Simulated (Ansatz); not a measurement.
Ansatz (an electronic-structure program) input (B3LYP-D3(BJ)/def2-TZVP):

Ansatz 0.2 input:
```yaml
crystal:
  periodic: [false, false, false]
  atoms:
    - {symbol: C, position_ang: [-1.31753073, -0.32771915, 1.26374725]}
    - {symbol: C, position_ang: [-0.71150270, -0.33924838, -0.14471000]}
    - {symbol: C, position_ang: [-1.03861339, 0.97669029, -0.85773641]}
    - {symbol: C, position_ang: [-1.30574657, -1.50877475, -0.93769083]}
    - {symbol: C, position_ang: [0.82475514, -0.53925964, -0.07753301]}
    - {symbol: C, position_ang: [1.57711432, 0.49650175, 0.69767062]}
    - {symbol: C, position_ang: [2.45644224, 1.34435226, 0.17897676]}
    - {symbol: H, position_ang: [-1.06076117, -1.23848432, 1.81041309]}
    - {symbol: H, position_ang: [-0.96846053, 0.52651881, 1.84553415]}
    - {symbol: H, position_ang: [-2.40660361, -0.26631635, 1.21015942]}
    - {symbol: H, position_ang: [-2.11943577, 1.11597146, -0.93090316]}
    - {symbol: H, position_ang: [-0.62075403, 1.83110797, -0.32411697]}
    - {symbol: H, position_ang: [-0.62963412, 0.98410330, -1.87091331]}
    - {symbol: H, position_ang: [-2.38948788, -1.40690296, -1.02739392]}
    - {symbol: H, position_ang: [-1.09751038, -2.46259472, -0.44723040]}
    - {symbol: H, position_ang: [-0.88830482, -1.55129795, -1.94633611]}
    - {symbol: H, position_ang: [1.01272140, -1.52265989, 0.36879521]}
    - {symbol: H, position_ang: [1.21395547, -0.57662264, -1.09902698]}
    - {symbol: H, position_ang: [1.37835108, 0.54158503, 1.76463200]}
    - {symbol: H, position_ang: [2.97460036, 2.07272475, 0.78971196]}
    - {symbol: H, position_ang: [2.69181408, 1.33761323, -0.87967152]}
basis:
  gaussian:
    orbitals: def2-TZVP
hamiltonian:
  xc: b3lyp
  dispersion: d3bj
phonons: {temperatures: {t_min: 298.15, t_max: 298.15, t_step: 100}}
```

Output:

```
Functional definition: B3LYP
integrals: 0.31 GiB planned
1876 factors; their error is unknown
0.42 GiB of the device are held for the grids
1.89 GiB of device memory are held for the factors and their scratch space
mean field: 2.26 GiB planned
mean field evaluation 1: about -7470.5742 eV, gradient 9.1e1 eV
mean field evaluation 2: about -7453.6705 eV, gradient 1.2e2 eV
mean field evaluation 4: about -7490.2660 eV, gradient 9.8e0 eV
mean field evaluation 8: about -7490.4870 eV, gradient 1.8e-1 eV
mean field evaluation 16: about -7490.4357 eV, gradient 5.8e-4 eV
mean field -7490.43565094 eV, -275.2684329726 hartree, gradient 2.1e-5 eV, S^2 0.000000; 0 other end points of the search recorded, 0 dependent functions left out
the calculation of the forces begins
reference -7490.43599313 eV, -275.2684455476 hartree; 28, 28 occupied and 273, 273 virtual orbitals, 1876 factors
these checks for a lower state are left out or cut short: stability, starts, cluster_reference, orbital_swaps, neighbouring_geometries, increment
integrals: 0.31 GiB planned
1876 factors; their error is unknown
0.42 GiB of the device are held for the grids
1.89 GiB of device memory are held for the factors and their scratch space
mean field: 2.26 GiB planned
mean field -7490.43542374 eV, -275.2684246229 hartree, gradient 2.6e-6 eV, S^2 0.000000; 0 other end points of the search recorded, 0 dependent functions left out
the calculation of the forces begins
reference -7490.43576592 eV, -275.2684371978 hartree; 28, 28 occupied and 273, 273 virtual orbitals, 1876 factors
these checks for a lower state are left out or cut short: stability, starts, cluster_reference, orbital_swaps, neighbouring_geometries, increment
integrals: 0.31 GiB planned
1876 factors; their error is unknown
0.42 GiB of the device are held for the grids
1.89 GiB of device memory are held for the factors and their scratch space
mean field: 2.26 GiB planned
mean field evaluation 32: about -7490.4355 eV, gradient 1.1e-2 eV
mean field -7490.43554405 eV, -275.2684290444 hartree, gradient 2.6e-6 eV, S^2 0.000000; 0 other end points of the search recorded, 0 dependent functions left out
the calculation of the forces begins
reference -7490.43588624 eV, -275.2684416194 hartree; 28, 28 occupied and 273, 273 virtual orbitals, 1876 factors
these checks for a lower state are left out or cut short: stability, starts, cluster_reference, orbital_swaps, neighbouring_geometries, increment
integrals: 0.31 GiB planned
1876 factors; their error is unknown
0.42 GiB of the device are held for the grids
1.89 GiB of device memory are held for the factors and their scratch space
mean field: 2.26 GiB planned
mean field -7490.43546658 eV, -275.2684261972 hartree, gradient 2.6e-6 eV, S^2 0.000000; 0 other end points of the search recorded, 0 dependent functions left out
the calculation of the forces begins
reference -7490.43580878 eV, -275.2684387728 hartree; 28, 28 occupied and 273, 273 virtual orbitals, 1876 factors
these checks for a lower state are left out or cut short: stability, starts, cluster_reference, orbital_swaps, neighbouring_geometries, increment
integrals: 0.31 GiB planned
1876 factors; their error is unknown
0.42 GiB of the device are held for the grids
1.89 GiB of device memory are held for the factors and their scratch space
mean field: 2.26 GiB planned
mean field -7490.43548732 eV, -275.2684269593 hartree, gradient 2.6e-6 eV, S^2 0.000000; 0 other end points of the search recorded, 0 dependent functions left out
[...]
0.42 GiB of the device are held for the grids
1.89 GiB of device memory are held for the factors and their scratch space
mean field: 2.26 GiB planned
mean field -7490.43561365 eV, -275.2684316021 hartree, gradient 2.6e-6 eV, S^2 0.000000; 0 other end points of the search recorded, 0 dependent functions left out
the calculation of the forces begins
reference -7490.43595590 eV, -275.2684441795 hartree; 28, 28 occupied and 273, 273 virtual orbitals, 1876 factors
these checks for a lower state are left out or cut short: stability, starts, cluster_reference, orbital_swaps, neighbouring_geometries, increment
integrals: 0.31 GiB planned
1876 factors; their error is unknown
0.42 GiB of the device are held for the grids
1.89 GiB of device memory are held for the factors and their scratch space
mean field: 2.26 GiB planned
mean field -7490.43558040 eV, -275.2684303802 hartree, gradient 2.6e-6 eV, S^2 0.000000; 0 other end points of the search recorded, 0 dependent functions left out
the calculation of the forces begins
reference -7490.43592252 eV, -275.2684429528 hartree; 28, 28 occupied and 273, 273 virtual orbitals, 1876 factors
these checks for a lower state are left out or cut short: stability, starts, cluster_reference, orbital_swaps, neighbouring_geometries, increment
integrals: 0.31 GiB planned
1876 factors; their error is unknown
0.42 GiB of the device are held for the grids
1.89 GiB of device memory are held for the factors and their scratch space
mean field: 2.26 GiB planned
mean field -7490.43561130 eV, -275.2684315158 hartree, gradient 2.6e-6 eV, S^2 0.000000; 0 other end points of the search recorded, 0 dependent functions left out
the calculation of the forces begins
reference -7490.43595353 eV, -275.2684440923 hartree; 28, 28 occupied and 273, 273 virtual orbitals, 1876 factors
these checks for a lower state are left out or cut short: stability, starts, cluster_reference, orbital_swaps, neighbouring_geometries, increment
integrals: 0.31 GiB planned
1876 factors; their error is unknown
0.42 GiB of the device are held for the grids
1.89 GiB of device memory are held for the factors and their scratch space
mean field: 2.26 GiB planned
mean field -7490.43559945 eV, -275.2684310801 hartree, gradient 2.6e-6 eV, S^2 0.000000; 0 other end points of the search recorded, 0 dependent functions left out
the calculation of the forces begins
reference -7490.43594159 eV, -275.2684436536 hartree; 28, 28 occupied and 273, 273 virtual orbitals, 1876 factors
these checks for a lower state are left out or cut short: stability, starts, cluster_reference, orbital_swaps, neighbouring_geometries, increment
integrals: 0.31 GiB planned
1876 factors; their error is unknown
0.42 GiB of the device are held for the grids
1.89 GiB of device memory are held for the factors and their scratch space
mean field: 2.26 GiB planned
mean field evaluation 864: about -7490.4357 eV, gradient 6.6e-4 eV
mean field -7490.43567231 eV, -275.2684337578 hartree, gradient 2.6e-6 eV, S^2 0.000000; 0 other end points of the search recorded, 0 dependent functions left out
the calculation of the forces begins
reference -7490.43601450 eV, -275.2684463331 hartree; 28, 28 occupied and 273, 273 virtual orbitals, 1876 factors
these checks for a lower state are left out or cut short: stability, starts, cluster_reference, orbital_swaps, neighbouring_geometries, increment
integrals: 0.31 GiB planned
1876 factors; their error is unknown
0.42 GiB of the device are held for the grids
1.89 GiB of device memory are held for the factors and their scratch space
mean field: 2.26 GiB planned
mean field -7490.43559825 eV, -275.2684310362 hartree, gradient 2.6e-6 eV, S^2 0.000000; 0 other end points of the search recorded, 0 dependent functions left out
the calculation of the forces begins
reference -7490.43594043 eV, -275.2684436108 hartree; 28, 28 occupied and 273, 273 virtual orbitals, 1876 factors
these checks for a lower state are left out or cut short: stability, starts, cluster_reference, orbital_swaps, neighbouring_geometries, increment
integrals: 0.31 GiB planned
1876 factors; their error is unknown
0.42 GiB of the device are held for the grids
1.89 GiB of device memory are held for the factors and their scratch space
mean field: 2.26 GiB planned
mean field -7490.43565711 eV, -275.2684331993 hartree, gradient 2.6e-6 eV, S^2 0.000000; 0 other end points of the search recorded, 0 dependent functions left out
the calculation of the forces begins
reference -7490.43599930 eV, -275.2684457743 hartree; 28, 28 occupied and 273, 273 virtual orbitals, 1876 factors
these checks for a lower state are left out or cut short: stability, starts, cluster_reference, orbital_swaps, neighbouring_geometries, increment
integrals: 0.31 GiB planned
1876 factors; their error is unknown
0.42 GiB of the device are held for the grids
1.89 GiB of device memory are held for the factors and their scratch space
mean field: 2.26 GiB planned
mean field -7490.43562016 eV, -275.2684318413 hartree, gradient 2.6e-6 eV, S^2 0.000000; 0 other end points of the search recorded, 0 dependent functions left out
the calculation of the forces begins
reference -7490.43596235 eV, -275.2684444163 hartree; 28, 28 occupied and 273, 273 virtual orbitals, 1876 factors
these checks for a lower state are left out or cut short: stability, starts, cluster_reference, orbital_swaps, neighbouring_geometries, increment
integrals: 0.31 GiB planned
1876 factors; their error is unknown
0.42 GiB of the device are held for the grids
1.89 GiB of device memory are held for the factors and their scratch space
mean field: 2.26 GiB planned
mean field -7490.43553705 eV, -275.2684287870 hartree, gradient 2.6e-6 eV, S^2 0.000000; 0 other end points of the search recorded, 0 dependent functions left out
the calculation of the forces begins
reference -7490.43587919 eV, -275.2684413605 hartree; 28, 28 occupied and 273, 273 virtual orbitals, 1876 factors
these checks for a lower state are left out or cut short: stability, starts, cluster_reference, orbital_swaps, neighbouring_geometries, increment
integrals: 0.31 GiB planned
1876 factors; their error is unknown
0.42 GiB of the device are held for the grids
1.89 GiB of device memory are held for the factors and their scratch space
mean field: 2.26 GiB planned
mean field evaluation 896: about -7490.4803 eV, gradient 7.6e-1 eV
mean field -7490.43555950 eV, -275.2684296122 hartree, gradient 2.6e-6 eV, S^2 0.000000; 0 other end points of the search recorded, 0 dependent functions left out
the calculation of the forces begins
reference -7490.43590173 eV, -275.2684421887 hartree; 28, 28 occupied and 273, 273 virtual orbitals, 1876 factors
Total energy: -7491.29862435 eV, -275.3001466601 hartree
Atom 0 at    -1.317531    -0.327719     1.263747 Å, force     0.000029    -0.000003     0.000242 eV/Å
Atom 1 at    -0.711503    -0.339248    -0.144710 Å, force    -0.000042     0.000419     0.000059 eV/Å
Atom 2 at    -1.038613     0.976690    -0.857736 Å, force    -0.000038    -0.000509     0.000173 eV/Å
Atom 3 at    -1.305747    -1.508775    -0.937691 Å, force    -0.000367    -0.000574    -0.000396 eV/Å
Atom 4 at     0.824755    -0.539260    -0.077533 Å, force     0.000497    -0.000179     0.000244 eV/Å
Atom 5 at     1.577114     0.496502     0.697671 Å, force     0.000326    -0.000824    -0.000191 eV/Å
Atom 6 at     2.456442     1.344352     0.178977 Å, force    -0.000927     0.001064    -0.000245 eV/Å
Atom 7 at    -1.060761    -1.238484     1.810413 Å, force    -0.000012     0.000014    -0.000147 eV/Å
Atom 8 at    -0.968461     0.526519     1.845534 Å, force     0.000091    -0.000120    -0.000062 eV/Å
Atom 9 at    -2.406604    -0.266316     1.210159 Å, force     0.000052    -0.000062    -0.000031 eV/Å
Atom 10 at    -2.119436     1.115971    -0.930903 Å, force     0.000022     0.000101    -0.000094 eV/Å
Atom 11 at    -0.620754     1.831108    -0.324117 Å, force    -0.000116     0.000537    -0.000405 eV/Å
Atom 12 at    -0.629634     0.984103    -1.870913 Å, force    -0.000012     0.000049     0.000103 eV/Å
Atom 13 at    -2.389488    -1.406903    -1.027394 Å, force    -0.000056     0.000052     0.000015 eV/Å
Atom 14 at    -1.097510    -2.462595    -0.447230 Å, force     0.000181     0.000377     0.000221 eV/Å
Atom 15 at    -0.888305    -1.551298    -1.946336 Å, force     0.000007     0.000076     0.000046 eV/Å
Atom 16 at     1.012721    -1.522660     0.368795 Å, force     0.000024    -0.000066    -0.000125 eV/Å
Atom 17 at     1.213955    -0.576623    -1.099027 Å, force    -0.000083    -0.000083     0.000065 eV/Å
Atom 18 at     1.378351     0.541585     1.764632 Å, force    -0.000209     0.000263     0.000147 eV/Å
Atom 19 at     2.974600     2.072725     0.789712 Å, force     0.000660    -0.000366     0.000404 eV/Å
Atom 20 at     2.691814     1.337613    -0.879672 Å, force    -0.000024    -0.000166    -0.000022 eV/Å
Dipole moment:    -0.057193    -0.039391     0.004418 e Å
Vibrations: 66.86 99.83 223.62 238.10 267.91 273.03 322.65 341.25 379.78 414.00 446.95 464.89 636.69 768.72 893.94 904.77 940.46 943.12 951.33 964.66 972.27 1029.03 1041.30 1058.92 1122.49 1221.17 1233.83 1265.41 1315.92 1327.66 1350.09 1400.92 1402.35 1431.36 1457.51 1481.46 1482.57 1489.11 1490.41 1506.17 1509.81 1519.28 1707.42 3002.62 3020.99 3024.22 3031.56 3048.60 3081.42 3082.59 3085.49 3089.30 3095.17 3101.81 3129.67 3138.23 3213.24 cm⁻¹, zero-point energy 5.238577 eV
```
